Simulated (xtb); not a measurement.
C$_{4}$H$_{11}$O$_{2}$Si (SMILES CCO[SiH]OCC), doublet, from a rough starting geometry; GFN2-xTB in xtb.

Input for xtb:
```
$ xtb mol.xyz --gfn 2 --uhf 1 --opt vtight --json

# file mol.xyz
18

C     -2.99860015    -0.16574482     0.03387435
C     -2.09837535    -0.65332488     1.15160922
O     -0.71097313    -0.43849083     0.80221264
Si     0.23391337    -1.49167003    -0.10283612
O      1.66571800    -0.72354602    -0.22234155
C      1.84487205     0.61475352    -0.67611099
C      3.22680788     1.02965610    -0.21578638
H     -4.09906589    -0.16507375     0.33387116
H     -2.82989403     0.95295088    -0.22662806
H     -2.81053097    -0.66364826    -0.86086908
H     -2.23798411    -0.07837643     2.02764982
H     -2.29445024    -1.70483811     1.33405689
H     -0.38310424    -1.81097104    -1.33214087
H      1.09165437     1.27424021    -0.24361966
H      1.78064966     0.64015871    -1.74629815
H      3.46273520     2.09064619    -0.49331801
H      3.31197463     1.00245513     0.84315964
H      4.06069975     0.34655962    -0.67535109
```

What the program printed (banner, timings and long lists left out):

```
   ID    Z sym.   atoms
    1    6 C      1, 2, 6, 7
    2    8 O      3, 5
    3   14 Si     4
    4    1 H      8-18

           -------------------------------------------------
          |                Calculation Setup                |
           -------------------------------------------------

           -------------------------------------------------
          |                 G F N 2 - x T B                 |
           -------------------------------------------------

          ...................................................
          :                      SETUP                      :
          :.................................................:
          :  # basis functions                  45          :
          :  # atomic orbitals                  44          :
          :  # shells                           26          :
          :  # electrons                        43          :
          :  max. iterations                   250          :
          :  Hamiltonian                  GFN2-xTB          :
          :  restarted?                      false          :
          :  GBSA solvation                  false          :
          :  PC potential                    false          :
          :  electronic temp.          300.0000000     K    :
          :  accuracy                    1.0000000          :
          :  -> integral cutoff          0.2500000E+02      :
          :  -> integral neglect         0.1000000E-07      :
          :  -> SCF convergence          0.1000000E-05 Eh   :
          :  -> wf. convergence          0.1000000E-03 e    :
          :  Broyden damping             0.4000000          :
          :  net charge                          0          :
          :  unpaired electrons                  1          :
          ...................................................

 iter      E             dE          RMSdq      gap      omega  full diag
   1    -24.2308798 -0.242309E+02  0.546E+00    3.46       0.0  T
   2    -24.2859626 -0.550828E-01  0.314E+00    3.51       1.0  T
   3    -24.2876303 -0.166772E-02  0.112E+00    3.66       1.0  T
   4    -24.2880700 -0.439747E-03  0.383E-01    3.71       1.0  T
   5    -24.2881432 -0.731591E-04  0.167E-01    3.70       1.0  T
   6    -24.2881681 -0.249352E-04  0.543E-02    3.69       1.0  T
   7    -24.2881683 -0.195693E-06  0.199E-02    3.70       1.2  T
   8    -24.2881710 -0.263941E-05  0.980E-03    3.70       2.4  T
[...]
 * total energy  :   -24.0659685 Eh     change       -0.1477078E-06 Eh
 * total energy  :   -24.0659686 Eh     change       -0.1504983E-06 Eh
 * total energy  :   -24.0659688 Eh     change       -0.1521863E-06 Eh
 * total energy  :   -24.0659689 Eh     change       -0.1514464E-06 Eh
 * total energy  :   -24.0659691 Eh     change       -0.1476857E-06 Eh
 * total energy  :   -24.0659692 Eh     change       -0.1410131E-06 Eh
 * total energy  :   -24.0659694 Eh     change       -0.1322990E-06 Eh
 * total energy  :   -24.0659695 Eh     change       -0.1228689E-06 Eh
 * total energy  :   -24.0659696 Eh     change       -0.1139060E-06 Eh
 * total energy  :   -24.0659697 Eh     change       -0.1063677E-06 Eh
 * total energy  :   -24.0659698 Eh     change       -0.1004903E-06 Eh
 * total energy  :   -24.0659699 Eh     change       -0.9670998E-07 Eh
   *** GEOMETRY OPTIMIZATION CONVERGED AFTER 178 ITERATIONS ***
         :: total energy             -24.065969910955 Eh    ::
[...]
largest (>0.10) Wiberg bond orders for each atom

 ---------------------------------------------------------------------------
     #   Z sym  total        # sym  WBO       # sym  WBO       # sym  WBO
 ---------------------------------------------------------------------------
     1   6 C    3.995 --     2 C    1.014    10 H    0.990     9 H    0.988
                             8 H    0.985
     2   6 C    3.953 --     1 C    1.014     3 O    0.996    12 H    0.971
                            11 H    0.969
     3   8 O    2.275 --     4 Si   1.146     2 C    0.996
     4  14 Si   3.236 --     5 O    1.151     3 O    1.146    13 H    0.885
     5   8 O    2.246 --     4 Si   1.151     6 C    0.963
     6   6 C    3.953 --     7 C    1.016    14 H    0.979    15 H    0.973
                             5 O    0.963
     7   6 C    3.995 --     6 C    1.016    17 H    0.986    18 H    0.986
                            16 H    0.984
     8   1 H    0.998 --     1 C    0.985
     9   1 H    0.998 --     1 C    0.988
    10   1 H    0.998 --     1 C    0.990
    11   1 H    0.999 --     2 C    0.969
    12   1 H    0.999 --     2 C    0.971
    13   1 H    0.991 --     4 Si   0.885
    14   1 H    0.999 --     6 C    0.979
    15   1 H    1.000 --     6 C    0.973
    16   1 H    0.998 --     7 C    0.984
    17   1 H    0.997 --     7 C    0.986
    18   1 H    0.997 --     7 C    0.986
 ---------------------------------------------------------------------------

Topologies differ in total number of bonds
Writing topology from bond orders to xtbtopo.mol

molecular dipole:
                 x           y           z       tot (Debye)
 q only:       -0.449      -0.190      -0.024
   full:       -0.605       0.390       0.008       1.830
molecular quadrupole (traceless):
                xx          xy          yy          xz          yz          zz
 q only:        2.378       3.533       0.137      -0.513      -0.227      -2.515
  q+dip:        1.383       3.000      -2.242      -0.164      -1.464       0.860
   full:        3.032       3.960      -2.482      -1.348      -1.363      -0.550

optimized geometry written to: xtbopt.xyz

           -------------------------------------------------
          | TOTAL ENERGY              -24.065969910955 Eh   |
          | GRADIENT NORM               0.000023919564 Eh/α |
          | HOMO-LUMO GAP               3.778719807851 eV   |
           -------------------------------------------------

normal termination of xtb
```
